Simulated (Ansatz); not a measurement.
`COB(F)[CH2][AlH2]` from Hartree–Fock to CCSD(T)

Cartesian coordinates in Å:
```
C -0.288 -1.244 -1.511
O 0.896 -0.496 -1.353
B 1.232 0.076 -0.174
F 2.383 0.762 -0.201
C 0.390 0.060 1.126
Al -0.860 1.568 1.191
H -0.259 -2.160 -0.913
H -0.370 -1.517 -2.563
H -1.172 -0.664 -1.229
H -0.229 -0.842 1.195
H 1.036 0.136 2.004
H -0.611 2.789 2.169
H -2.147 1.532 0.260
```

The species carries charge 0 and has multiplicity 1. Geometry: relaxed with PBE0-D4/def2-TZVP. It is one conformer, not always the lowest. Frozen core, restricted reference, the Gaussian-basis code of Ansatz. CBS rows extrapolate triple and quadruple zeta; past MP2 they add the triple-zeta difference.

```tsv
basis	HF (Eh)	MP2 corr.	CCSD corr.	(T)	CCSD(T) total
def2-TZVPP	-520.95185	-1.00710	-1.05168	-0.03717	-522.04070
def2-QZVPP	-520.97193	-1.08466	–	–	–
CBS(def2)	-520.97469	-1.14211	-1.18669	as TZ	-522.19855
```
